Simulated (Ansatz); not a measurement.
`[OH][SnH2][SH]` + HCl → `[SH][SnH2][Cl]` + H₂O at 500 K and 1 bar (ligand exchange at the Sn–O bond).

Gas-phase electronic energies from Ansatz, PBE0-D4/def2-TZVP geometries. CCSD(T)/CBS is the MP2 limit (def2-TZVPP, def2-QZVPP) plus CCSD(T) − MP2 in def2-TZVPP, frozen cores. This one scheme is used for every species. Elements past krypton have def2 core potentials. For Sn outer-core shells are correlated without core-valence functions, which leaves a few kJ/mol of doubt a bond. Each species was taken in one conformer, which may not be the lowest.

```tsv
species	CCSD(T)/CBS energy (Eh)	H − E (kJ/mol)	S (J/(mol·K))
`[OH][SnH2][SH]`	-689.41238	134.1	385.1
HCl	-460.38127	32.5	201.9
`[SH][SnH2][Cl]`	-1073.44145	99.9	382.4
H₂O	-76.37941	73.2	206.3
```

H − E and S are ideal-gas, rigid-rotor, harmonic terms from PBE0-D4/def2-TZVP, for one conformer and one mirror image of each species. 1 Eh = 2625.50 kJ/mol, R = 8.31446 J/(mol·K).

Q: By hand: ΔE, ΔH, ΔS and ΔG.

A: ΔE = (-1073.44145) + (-76.37941) − (-689.41238) − (-460.38127) = -0.02721 Eh = -71.4 kJ/mol. Δ(H − E) = 99.9 + 73.2 − 134.1 − 32.5 = 6.5, so ΔH = -64.9 kJ/mol. ΔS = 382.4 + 206.3 − 385.1 − 201.9 = 1.7 J/(mol·K). ΔG = -64.9 − 500 × (1.7)/1000 = -65.8 kJ/mol.

Q: By hand: the equilibrium constant, and the temperature at which ΔG would vanish if ΔH and ΔS stayed fixed.

A: log₁₀ K = −ΔG/(RT ln 10) = 6.9. ΔH and −TΔS have one sign here, so there is no such temperature.

The number of gas molecules stays the same, so ΔS is small and ΔH decides. A doubt of 5 kJ/mol in ΔE shifts log₁₀ K by 0.5 here. Other conformers and mirror images would add mixing entropy, several J/(mol·K) or more a flexible species. These are equilibria of isolated gas molecules and say nothing of rates. Largest T1 diagnostic: 0.013 (customary marks: 0.02 for closed shells, 0.045 for open ones).

ΔS is within the doubt of such terms, so its sign, and with it that verdict, could turn.
